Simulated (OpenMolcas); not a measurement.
# Computed transition rates of Ag+

```json
{
  "Program": "OpenMolcas 26.06",
  "Method": "SS-CASPT2, IPEA 0.25 Eh, imaginary shift 0.1 Eh (closed shells correlated: 4s 4p)",
  "Basis": "ANO-RCC-VQZP [8s7p5d3f2g1h]",
  "Scalar Hamiltonian": "DKH2, point nucleus",
  "Active space": "10 electrons in 6 orbitals (4d 5s)",
  "State averaging": "2S+1 = 1 even, 6 roots; 2S+1 = 3 even, 5 roots kept (CI in the orbitals of an earlier block)",
  "Spin-orbit coupling": "state interaction with AMFI integrals over the reference wave functions, term energies averaged over their components"
}
```

Rates come from the transition moments of the reference wave functions (E1 and E2 in the length form). At fixed line strength A goes as λ^-3 for E1 and M1 and as λ^-5 for E2, so a rate at the computed wavelength can be rescaled to the measured one. Measured vacuum wavelengths follow from level energies in NIST Handbook of Basic Atomic Spectroscopic Data. Branching counts decays inside the model space alone, at computed energies, and the table is only a selection of the E2 and M1 lines, drawn from those between levels with measured partners whose computed energy lies within a factor of 1.5 of the measured one.

```json
{"Upper": "4d⁹ 5s ³D₂", "Lower": "4d⁹ 5s ³D₃", "Type": "M1", "λ computed (nm)": "7069", "λ measured (nm)": "6340", "A computed (s-1)": "5.43e-02", "A rescaled (s-1)": "7.53e-02", "Branching %": "0.8"}
{"Upper": "4d⁹ 5s ³D₁", "Lower": "4d⁹ 5s ³D₂", "Type": "M1", "λ computed (nm)": "3393", "λ measured (nm)": "3336", "A computed (s-1)": "7.90e-01", "A rescaled (s-1)": "8.31e-01", "Branching %": "100.0"}
{"Upper": "4d⁹ 5s ¹D₂", "Lower": "4d⁹ 5s ³D₃", "Type": "M1", "λ computed (nm)": "1562", "λ measured (nm)": "1453", "A computed (s-1)": "1.60e+00", "A rescaled (s-1)": "", "Branching %": "4.0"}
{"Upper": "4d⁹ 5s ³D₂", "Lower": "4d¹⁰ ¹S₀", "Type": "E2", "λ computed (nm)": "256.4", "λ measured (nm)": "245.4", "A computed (s-1)": "6.70e+00", "A rescaled (s-1)": "", "Branching %": "99.2"}
{"Upper": "4d⁹ 5s ¹D₂", "Lower": "4d¹⁰ ¹S₀", "Type": "E2", "λ computed (nm)": "227.3", "λ measured (nm)": "217.2", "A computed (s-1)": "3.85e+01", "A rescaled (s-1)": "4.83e+01", "Branching %": "95.6"}
```

Spin-changing lines and M1 lines between different terms are not rescaled, since their strength hangs on the term gaps too.

The largest correction is for 4d⁹ 5s ³D₂ → 4d⁹ 5s ³D₃ (M1): 5.43e-02 × (7069 / 6340)^3 = 7.53e-02 s-1, a factor of 1.39.

The computed rate and branching of 4d⁹ 5s ³D₁ → 4d⁹ 5s ³D₂ give the upper level a radiative lifetime of 1.000 / 7.90e-01 s-1 = 1.27e+00 s, counting decays inside the model space alone. The rescaled rate gives about 1.2e+00 s.

These are rates of the free ion; in crystals, glasses and complexes forced electric-dipole and non-radiative decay shorten such lifetimes by orders of magnitude. No measured rate stands beside these. Rescaling mends the energy factor alone: line strengths can still be far off where a level mixes with configurations outside the active space, and weak or spin-changing lines hang on small mixing coefficients that depend on the term gaps too, so rescaling need not improve them.

Terms from blocks run as CI alone lack orbitals of their own. A single d shell beside an s shell can misplace configurations of different d count against each other. Computed and measured levels are paired by configuration, term and J; levels that our copy of the source lacks, or whose pairing is in doubt (as where it misses far off the trend of its configuration), stay unpaired. Levels of configurations outside the active space are missing.
